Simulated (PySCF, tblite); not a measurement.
Isomers of C6H10FNSi2, one GFN2-xTB conformer each. Single-point energies are computed at PBE0/pcSseg-1 (PySCF, gas phase, no added dispersion term), electronic only.

Question: Rank them by PBE0/pcSseg-1 energy, lowest first (kJ/mol).
A. `[N:1]#[C:2][C@@H:3]1[SiH2:4][C@@H:5]([SiH3:6])[CH2:7]/[C:8]1=[CH:9]/[F:10]` with C2–C3–Si4–C5 -111°, C3–Si4–C5–Si6 -101°, Si4–C5–C7–C8 -41°, C5–C7–C8–C9 -127°
B. `[CH2:1]=[C:2]([CH3:3])[SiH2:4]/[C:5]([F:6])=[CH:7]/[SiH2:8][C:9]#[N:10]` with C1–C2–Si4–C5 -112°, C2–Si4–C5–F6 -169°, C5–C7–Si8–C9 123°
C. `[N:1]#[C:2][C@@H:3]1[CH2:4][CH2:5][SiH2:6]/[C:7]1=[CH:8]\[SiH2:9][F:10]` with C7–C8–Si9–F10 5°, C2–C3–C4–C5 -73°, C3–C4–C5–Si6 -41°, C4–C5–Si6–C7 23°, C5–Si6–C7–C8 179°

Answer: C (0.0), A (171.2), B (201.9).

As drawn, the lowest has an Si–F bond, which the highest lacks. GFN2-xTB itself gives, in the same order: 0.0, 166.9, 326.8. Both levels put the same isomer lowest; measured from each level's own lowest isomer, the values differ by up to 124.9 kJ/mol (C=C(C)[SiH2]/C(F)=C/[SiH2]C#N: 326.8 against 201.9).

Question: Which frontier levels, dipoles and rotational constants go with these structures?

Answer: 
| SMILES | HOMO (eV, PBE0/pcSseg-1) | LUMO (eV) | dipole (D) | A, B, C (MHz) |
| --- | --- | --- | --- | --- |
| N#C[C@@H]1CC[SiH2]/C1=C\[SiH2]F | -8.19 | -1.46 | 3.41 | 1573, 651.9, 529.3 |
| N#C[C@@H]1[SiH2][C@@H]([SiH3])C/C1=C/F | -7.65 | -0.43 | 4.52 | 1249, 789.0, 572.4 |
| C=C(C)[SiH2]/C(F)=C/[SiH2]C#N | -8.02 | -1.19 | 3.93 | 1335, 489.5, 400.9 |

Question: What happens when harmonic zero-point energies from GFN2-xTB frequencies are added?

Answer: 
```tsv
SMILES	ZPE (kJ/mol)	electronic (kJ/mol)	with ZPE (kJ/mol)
N#C[C@@H]1CC[SiH2]/C1=C\[SiH2]F	364.5	0.0	0.0
N#C[C@@H]1[SiH2][C@@H]([SiH3])C/C1=C/F	355.6	171.2	162.3
C=C(C)[SiH2]/C(F)=C/[SiH2]C#N	351.4	201.9	188.8
```

The zero-point energies span 13.1 kJ/mol. The order is unchanged.
